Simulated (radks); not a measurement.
The numbers below are computed, except where a source is named.
All-electron atom: Zr IV in [Kr] 5s1 (not the ground configuration). Level of theory: Dirac Kohn-Sham, HCTH/407, spin-unpolarised, spherical densities, finite nucleus; Fermi nuclear charge, rms radius 4.2694 fm (a radial shooting solver on a logarithmic mesh with Libxc functionals).

Normalised radial functions P(r) = r R(r) (large component), r in bohr:

r	4s1/2	4d3/2
0.002217	0.0619	0.0000
0.002934	0.0785	0.0000
0.003882	0.0985	0.0000
0.005136	0.1220	0.0001
0.00685	0.1489	0.0002
0.009063	0.1760	0.0003
0.01199	0.2003	0.0007
0.01587	0.2155	0.0015
0.02116	0.2121	0.0033
0.028	0.1780	0.0069
0.03705	0.1021	0.0140
0.04941	-0.0237	0.0281
0.06538	-0.1772	0.0532
0.08651	-0.3154	0.0952
0.1145	-0.3611	0.1589
0.1527	-0.2311	0.2450
0.202	0.0746	0.3315
0.2673	0.4235	0.3834
0.3536	0.5669	0.3497
0.4717	0.2991	0.1845
0.6241	-0.2909	-0.0974
0.8257	-0.8612	-0.4328
1.093	-1.0652	-0.7119
1.457	-0.8250	-0.8184
1.928	-0.4208	-0.7063
2.551	-0.1367	-0.4678
3.402	-0.0244	-0.2220
4.502	-0.0023	-0.0736
5.957	-0.0001	-0.0137
7.881	0.0000	-0.0012

4s1/2: eigenvalue -86.233 eV, 3 radial nodes at r = 0.0471, 0.190, 0.549 bohr, <r> = 1.19 bohr, 90 % of the charge inside 1.73 bohr. 4d3/2 (empty): eigenvalue -31.587 eV, 1 radial node at r = 0.572 bohr, <r> = 1.74 bohr, 90 % of the charge inside 2.67 bohr.
